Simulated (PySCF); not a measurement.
C2H6Al, SMILES [CH3][Al+][CH3], charge +1.

Geometry optimised at TPSSh-D3(BJ)/def2-TZVP. The multiplicity is an assumed one; other spin states were not compared. The isomer is the one that the SMILES or the coordinates give; other isomers of the formula were not compared.

Method: C-PCM-ωB97X/def2-SVP (PySCF).

The values are the electrostatic part of the solvation free energy, E(continuum) − E(gas) at the gas-phase geometry, in a cavity of scaled van der Waals radii (PySCF's table); cavitation and dispersion terms are not included. A continuum can't describe solvent molecules that bind to the metal. In vacuum the orbital gap is 11.95 eV.

| solvent | ε | ΔG(elec) (kcal/mol) | gap (eV) |
|---|---|---|---|
| water | 78.36 | -67.2 | 12.46 |
| toluene | 2.37 | -38.9 | 12.22 |
| N,N-dimethylformamide | 37.22 | ___ | ___ |

### Question
Some entries are withheld; supply them. (An estimate is asked for; the answer gives what the named calculation found.)

### Answer

- N,N-dimethylformamide, ΔG(elec) (kcal/mol): -66.2
- N,N-dimethylformamide, gap (eV): 12.46
